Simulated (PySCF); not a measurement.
Ga(Cl)2(NH2) (Cl2GaH2N), SMILES [Cl][Ga]([NH2])[Cl]. Heavy atoms are numbered as in [Ga:1]([Cl:2])([Cl:3])[NH2:4]. Hydrogens are named by the atom that carries them.

The structure is a stationary point at PBE0-D3(BJ)/def2-SVP. The structure was generated by enumeration; whether it is a known compound was not checked. The values are those of a single conformer.

The numbers are results of PBE/def2-TZVP run with PySCF, not measurements.

Atomic charges (e), one atom of each kind:

```csv
atom,Mulliken,IAO
Ga1,0.51,0.78
Cl2,-0.23,-0.28
N4 (NH2),-0.53,-0.79
H on N4,0.24,0.28
```
